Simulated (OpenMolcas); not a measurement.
**Multiconfigurational calculation on Cu5+**

Input:

```
&GATEWAY
Coord
1

Cu 0.0 0.0 0.0
Basis=ANO-RCC-VDZP
Group=XYZ
NoMove
AngMom=0.0 0.0 0.0
AMFI
RX2C
&SEWARD
&RASSCF
FileOrb=start.orb
Symmetry=1
Spin=5
nActEl=6 0 0
Inactive=3 6
Ras2=5 0
CIRoot=5 5 1
SDav=5
CIMx=300
Iter=120 100
PrWF=0.3
OrbListing=Nothing
MaxOrb=0
Atom
>>> COPY $Project.JobIph JOB001
&RASSCF
FileOrb=start.orb
Symmetry=1
Spin=3
nActEl=6 0 0
Inactive=3 6
Ras2=5 0
CIRoot=45 45 1
SDav=45
CIMx=300
Iter=120 100
PrWF=0.3
OrbListing=Nothing
MaxOrb=0
Atom
>>> COPY $Project.JobIph JOB002
&RASSCF
FileOrb=start.orb
Symmetry=1
Spin=1
nActEl=6 0 0
Inactive=3 6
Ras2=5 0
CIRoot=50 50 1
SDav=50
CIMx=300
Iter=120 100
PrWF=0.3
OrbListing=Nothing
MaxOrb=0
Atom
>>> COPY $Project.JobIph JOB003
&RASSI
NrOfJobIphs=3 5 35 35
1 2 3 4 5
1 2 3 4 5 6 7 8 9 10 11 12 13 14 15 16 17 18 19 20 21 22 23 24 25 26 27
28 29 30 31 32 33 34 35
1 2 3 4 5 6 7 8 9 10 11 12 13 14 15 16 17 18 19 20 21 22 23 24 25 26 27
28 29 30 31 32 33 34 35
IphNames
JOB001
JOB002
JOB003
EJob
SpinOrbit
DIPRint=1.0
SOCoupling=1000.0
Subsets=2
MEES
Property=10
'ANGMOM' 1 'ANGMOM' 2 'ANGMOM' 3 'MLTPL  1' 1 'MLTPL  1' 2 'MLTPL  1' 3
'AMFI' 1 'AMFI' 2 'AMFI' 3 'MLTPL  2' 6
SOProperty=3
'ANGMOM' 1 'ANGMOM' 2 'ANGMOM' 3
```

Launched by
```bash
OMP_NUM_THREADS=1 MOLCAS_MEM=2252 MOLCAS_PROJECT=a pymolcas a.inp > a.log  # once for each step of the input, in one work folder
```

A driver script runs the steps one by one and writes start.orb anew before each from the orbitals found so far.

Output, cut to the results:

```
--- SEWARD ---
Basis set label: CU.ANO-RCC...5S4P2D1F.

      Electronic valence basis set:
      ------------------
      Associated Effective Charge  29.000000 au
      Associated Actual Charge     29.000000 au
      Nuclear Model: Point charge

      Shell  nPrim  nBasis  Cartesian Spherical Contaminant
         s      21       5        X
         p      15       4        X
         d      10       2                 X
         f       6       1                 X
RX2C
                  Relativistic X2C integrals
                  Atomic mean-field integrals
--- RASSCF ---
Wave function specifications:
      -----------------------------

      Number of closed shell electrons          18
      Number of electrons in active shells       6
      Max number of holes in RAS1 space          0
      Max nr of electrons in RAS3 space          0
      Number of inactive orbitals                9
      Number of active orbitals                  5
      Number of secondary orbitals              20
      Spin quantum number                      2.0
      State symmetry                             1
Orbital specifications:
      -----------------------

      Symmetry species                           1   2
                                                ag  au
      Frozen orbitals                            0   0
      Inactive orbitals                          3   6
      Active orbitals                            5   0
      RAS1 orbitals                              0   0
      RAS2 orbitals                              5   0
      RAS3 orbitals                              0   0
      Secondary orbitals                         7  13
      Deleted orbitals                           0   0
      Number of basis functions                 15  19
      Number of CSFs                             5
      Number of root(s) required                 5
      Iter CI   SX   CI       RASSCF       Energy    max ROT     max BLB   max BLB  Level Ln srch  Step   QN
          iter iter root      energy       change     param      element    value   shift minimum  type update
 Nr of preliminary CI iterations:   1
      Total energies have been shifted. Add                -1000.00 au
        1   1    6    0  -644.42467166    0.00E+00  -2.22E-01*   4  11 1  1.21E+00*  0.00   0.00    SX    NO
        2   1    5    0  -646.00531254   -1.58E+00* -2.61E-02    6  12 2  3.77E-01*  0.00   0.00    SX    NO
        3   1    5    0  -646.03807862   -3.28E-02* -1.01E-02    4  11 1  3.35E-02*  0.00   0.00    SX    NO
        4   1    5    0  -646.03917258   -1.09E-03*  3.44E-03    4  10 2  2.19E-02*  0.00   0.00    SX    NO
        5   1    5    0  -646.03934357   -1.71E-04* -1.20E-03    4  10 2 -8.47E-03*  0.00   0.68    QN   YES
        6   1    3    0  -646.03939191   -4.83E-05* -2.15E-05    6  13 1  8.55E-05   0.00   1.01    QN   YES
        7   1    3    0  -646.03939192   -1.25E-08* -1.37E-06    6  12 2  1.50E-05   0.00   1.08    QN   YES
        8   1    2    0  -646.03939192   -1.08E-10  -1.94E-08    6  12 2  3.24E-07   0.00   1.01    QN   YES
      Convergence after  8 iterations
        9   1    2    0  -646.03939192    6.82E-13  -1.94E-08    3  10 1  1.15E-08   0.00   1.01    QN   YES
      Natural orbitals and occupation numbers for root  1
      sym 1:   2.000000   1.000000   1.000000   1.000000   1.000000
      Natural orbitals and occupation numbers for root  2
      sym 1:   1.000000   1.000000   1.000000   2.000000   1.000000
      Natural orbitals and occupation numbers for root  3
      sym 1:   1.000000   2.000000   1.000000   1.000000   1.000000
::    RASSCF root number  1 Total energy:  -1646.03939192
::    RASSCF root number  2 Total energy:  -1646.03939192
::    RASSCF root number  3 Total energy:  -1646.03939192
::    RASSCF root number  4 Total energy:  -1646.03939192
::    RASSCF root number  5 Total energy:  -1646.03939192
--- RASSCF ---
Wave function specifications:
      -----------------------------

      Number of closed shell electrons          18
      Number of electrons in active shells       6
      Max number of holes in RAS1 space          0
      Max nr of electrons in RAS3 space          0
      Number of inactive orbitals                9
      Number of active orbitals                  5
      Number of secondary orbitals              20
      Spin quantum number                      1.0
      State symmetry                             1
Orbital specifications:
      -----------------------

...
--- RASSI ---
SPIN-FREE ENERGIES:
  (Shifted by EMIN (a.u.) =      -1646.0393919224)

 SF State       Relative EMIN(au)   Rel lowest level(eV)    D:o, cm**(-1)      L_eff

     1             0.0000000000        0.0000000000              0.0000         2.0
     2             0.0000000000        0.0000000000              0.0000         2.0
     3             0.0000000000        0.0000000000              0.0000         2.0
     4             0.0000000000        0.0000000000              0.0000         2.0
     5             0.0000000000        0.0000000000              0.0000         2.0
     6             0.1473493982        4.0095813862          32339.4548         5.0
     7             0.1473493982        4.0095813862          32339.4548         5.0
     8             0.1473493982        4.0095813862          32339.4548         5.0
     9             0.1473493982        4.0095813862          32339.4548         5.0
    10             0.1473493982        4.0095813862          32339.4548         5.0
    11             0.1473493982        4.0095813862          32339.4548         5.0
    12             0.1473493982        4.0095813862          32339.4548         5.0
    13             0.1473493982        4.0095813862          32339.4548         5.0
    14             0.1473493982        4.0095813862          32339.4548         5.0
    15             0.1473493982        4.0095813862          32339.4548         5.0
    16             0.1473493982        4.0095813862          32339.4548         5.0
    17             0.1645674499        4.4781084438          36118.3804         1.0
    18             0.1645674499        4.4781084438          36118.3804         1.0
    19             0.1645674499        4.4781084438          36118.3804         1.0
    20             0.1693193051        4.6074130105          37161.2921         3.0
    21             0.1693193051        4.6074130105          37161.2921         3.0
...
```

Levels above the lowest, from the spin-orbit matrix, grouped by J:

| Configuration | Term | J | E (cm-1) | Measured (cm-1) | g | Term weight % |
| --- | --- | --- | --- | --- | --- | --- |
| 3d6 | 5D | 4 | 0.0 | 0.0 | 1.500 | 100 |
| 3d6 | 5D | 3 | 1211 | 1196 | 1.501 | 100 |
| 3d6 | 5D | 2 | 2041 | 1987 | 1.501 | 100 |
| 3d6 | 5D | 1 | 2574 | 2490 | 1.501 | 100 |
| 3d6 | 5D | 0 | 2836 | 2733 |  | 100 |
| 3d6 | 3H | 6 | 32932 | 30418 | 1.166 | 99 |
| 3d6 | 3H | 5 | 33497 | 31009 | 1.038 | 97 |
| 3d6 | 3H | 4 | 33861 | 31288 | 0.815 | 94 |
| 3d6 | 3P | 2 | 35642 | 29285 | 1.499 | 99 |
| 3d6 | 3F | 4 | 37548 | 32756 | 1.221 | 88 |
| 3d6 | 3F | 3 | 38227 | 33296 | 1.060 | 93 |
| 3d6 | 3F | 2 | 38795 | 33740 | 0.668 | 99 |
| 3d6 | 3P | 1 | 39185 | 32685 | 1.497 | 99 |
| 3d6 | 3P | 0 | 40468 | 33868 |  | 97 |
| 3d6 | 3G | 5 | 41627 | 37378 | 1.196 | 97 |
| 3d6 | 3G | 4 | 42887 | 38469 | 1.062 | 90 |
| 3d6 | 3G | 3 | 43263 | 38907 | 0.774 | 93 |
| 3d6 | 1I | 6 | 49869 | 46406 | 1.001 | 99 |
| 3d6 | 1G | 4 | 52895 | 47612 | 1.002 | 97 |
| 3d6 | 3D | 1 | 53692 |  | 0.503 | 100 |
| 3d6 | 3D | 2 | 53759 |  | 1.167 | 98 |
| 3d6 | 3D | 3 | 54082 | 47119 | 1.333 | 100 |
| 3d6 | 1S | 0 | 61374 | 53787 |  | 98 |
| 3d6 | 1D | 2 | 65369 | 54747 | 1.001 | 98 |

Against the 21 measured excited levels shown (Sugar and Musgrove, J. Phys. Chem. Ref. Data 19, 527 (1990)) the mean absolute deviation is 4200 cm-1; the largest miss in energy is 3d6 1D2: computed 65369, measured 54747 cm-1 (+19.4 %).

Some high roots are left out of the spin-orbit mixing, which shifts the levels that they would mix with. Without dynamic correlation excited terms often stand tens of per cent too high (terms of higher spin than the ground term too low), and those without a measured partner can miss by more than the paired ones. Some levels mix across a computed gap that differs much from the measured one, so their mixing is not that of the real levels. The basis is small and was not contracted for so high a charge. Computed and measured levels are paired by configuration, term and J; levels that our copy of the source lacks, or whose pairing is in doubt (as where it misses far off the trend of its configuration), stay unpaired and out of the deviations. Levels of configurations outside the active space are missing. The first state left out of the spin-orbit step lies near 87000 cm-1 above the lowest spin-free state of the reference (among the parities and spins computed), and the list stops at four fifths of that energy or lower.

The RASSCF and RASSI steps took 19 s on 1 thread of Arm Neoverse V1, with other jobs on the host; the integral step is not counted.

The term weight is that of the spin-free term in the level, not the purity of its configuration.
